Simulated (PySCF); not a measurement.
Si(H)(Me)2(PH2) (C2H9PSi), SMILES C[SiH](C)P. Atoms are numbered in the order given.

```xyz
13

Si    -0.3870     0.3856     0.2595
C      0.0079     1.7975    -0.9191
C     -1.8963    -0.5743    -0.3208
P      1.3260    -1.0910     0.4847
H     -0.6361     0.9359     1.6309
H      0.2173     1.4132    -1.9297
H      0.8891     2.3631    -0.5799
H     -0.8412     2.4966    -0.9877
H     -2.1371    -1.3906     0.3770
H     -1.7211    -1.0152    -1.3148
H     -2.7748     0.0863    -0.3926
H      1.5460    -1.1870    -0.9259
H      2.3164    -0.0744     0.6571
```

Coordinates come from a PBE0-D3(BJ)/def2-SVP optimisation. Other conformers were not sampled.

These are PySCF with PBE0/pcSseg-1 values and carry that method's errors.

GIAO shieldings, no solvent; atoms listed in one row are averaged. δ = σ(ref) − σ: ²⁹Si against TMS (σ = 352.7 ppm); ¹³C against TMS (σ = 186.3 ppm); ³¹P against PH3 (σ = 586.6 ppm); ¹H against TMS (σ = 31.56 ppm), references at their B3LYP-D3(BJ)/def2-TZVP geometries, non-relativistic.

```json
[
 {"nucleus": "²⁹Si", "atoms": "Si1", "count": "1", "δ (ppm)": "-13.9"},
 {"nucleus": "¹³C", "atoms": "C2", "count": "1", "δ (ppm)": "5.0"},
 {"nucleus": "¹³C", "atoms": "C3", "count": "1", "δ (ppm)": "-0.4"},
 {"nucleus": "³¹P", "atoms": "P4", "count": "1", "δ (ppm)": "7.6"},
 {"nucleus": "¹H", "atoms": "H5", "count": "1", "δ (ppm)": "4.73"},
 {"nucleus": "¹H", "atoms": "H13", "count": "1", "δ (ppm)": "1.81"},
 {"nucleus": "¹H", "atoms": "H12", "count": "1", "δ (ppm)": "1.64"},
 {"nucleus": "¹H", "atoms": "H6, H7, H8, H9, H10, H11", "count": "6", "δ (ppm)": "0.58"}
]
```
